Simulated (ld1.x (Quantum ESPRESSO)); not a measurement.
# manganese: excitation energies, all-electron against ultrasoft

Mn (Z = 25), ultrasoft, made with ld1.x (Quantum ESPRESSO) 7.5 (PBEsol, scalar-relativistic). Core [Ar], reference 3d6 4s1 4p0. Waves: 4s (bound): rcut 2.45, rcutus 2.60 bohr; 4s channel at 1.15 Ry: rcut 2.45, rcutus 2.60 bohr; 4p (bound, empty): rcut 1.80, rcutus 2.50 bohr; 4p channel at 0.85 Ry: rcut 1.80, rcutus 2.50 bohr; 3d (bound): rcut 1.80, rcutus 1.90 bohr; 3d channel at 0.3 Ry: rcut 1.80, rcutus 1.90 bohr. Local part: all-electron potential smoothed inside 1.60 bohr (lloc = -2). Core correction: Bessel-smoothed model core, default radius (core density twice the valence density). Augmentation charge: built from norm-conserving waves at rcut, not smoothed further.

Energies are relative to the spin-unpolarised reference configuration 3d6 4s1 4p0; without spin polarisation the order of configurations can differ from experiment.

```csv
valence configuration,charge,ΔE all-electron (eV),error AE − PS (meV)
3d5 4s2 4p0,0,0.366,-89
3d5 4s1 4p0,+1,8.798,-120
3d5 4s0 4p0,+2,24.309,-217
3d5 4s1 4p1,0,4.250,-112
3d4 4s0 4p0,+3,56.789,-629
3d3 4s0 4p0,+4,107.510,-453
```

(1) What are ΔE and the potential's error for 3d5 4s0 4p2?

Levels in the configuration 3d5 4s0 4p0:

```csv
level,all-electron (eV),pseudo (eV)
3d,-24.281,-24.682
```

Results:

(1) ΔE = 8.327 eV all-electron; the error (AE − PS) is -146 meV.
